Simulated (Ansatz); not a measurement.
Basis-set extrapolation for `C[SiH2]O[SiH2]Cl` (PBE0-D4/def2-TZVP geometry, frozen core, Ansatz). Multiplicity 1, RHF reference.

```csv
,def2-TZVPP,def2-QZVPP
HF,-1154.428288,-1154.465878
MP2 correlation,-0.845342,-0.914678
CCSD(T) correlation,-0.939505,not run
```

Energies in hartree. Use E(X) = E(∞) + A·exp(−7.88·√X) for Hartree–Fock and E(X) = E(∞) + B·X^(−2.97) for correlation, with X = 3 and 4, and add CCSD(T) minus MP2 of the smaller set to the MP2 limit.

Task: What is the CCSD(T) energy at the basis-set limit?

Result: HF limit: -1154.465878 + (-0.037590) × 0.13774 = -1154.47106. MP2 limit: -0.914678 + (-0.069336) × 0.74074 = -0.96604. Higher-order term: -0.939505 − (-0.845342) = -0.09416. Total: -1155.53126 hartree, 4.45 eV below CCSD(T)/def2-TZVPP.
